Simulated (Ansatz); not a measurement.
CH8SeSi2, SMILES `C[SiH]([SiH3])[SeH]`, relaxed with RKS PBE-D4/def2-SVP in Ansatz from a rough embedded geometry. The force threshold is 0.03 eV/Å; the program also tests the step.

The species carries charge 0 and has multiplicity 1.

Start:

```xyz
12

C     0.715   -0.534   -1.542
Si    0.631    0.134    0.147
Si   -1.347   -0.365    0.972
Se    0.798    2.381    0.094
H     1.753   -0.273   -2.012
H     0.642   -1.657   -1.578
H    -0.056   -0.108   -2.219
H     1.639   -0.472    0.973
H    -1.531   -1.885    1.029
H    -2.421    0.192    0.150
H    -1.472    0.145    2.360
H     0.651    2.441    1.626
```

Task: By how much does the energy fall, and how many steps does the optimiser take? (An estimate is asked.)

Result: Ansatz gave: 39.83 kJ/mol, in 4 steps.

Task: Which bonds change most? (Estimate.)

Result: Ansatz gave: Si2–Si3 from 2.201 to 2.352 Å; C1–Si2 from 1.818 to 1.891 Å; Si2–H8 from 1.438 to 1.508 Å; Si2–Se4 from 2.254 to 2.317 Å.

Task: Give the relaxed structure. (Estimate.)

Result: Computed: 
```xyz
12

C     0.803   -0.512   -1.640
Si    0.649    0.079    0.150
Si   -1.456   -0.431    1.068
Se    0.882    2.384    0.086
H     1.783   -0.219   -2.068
H     0.722   -1.617   -1.683
H    -0.002   -0.079   -2.268
H     1.744   -0.525    0.995
H    -1.681   -1.919    1.173
H    -2.532    0.155    0.192
H    -1.575    0.165    2.446
H     0.663    2.519    1.549
```
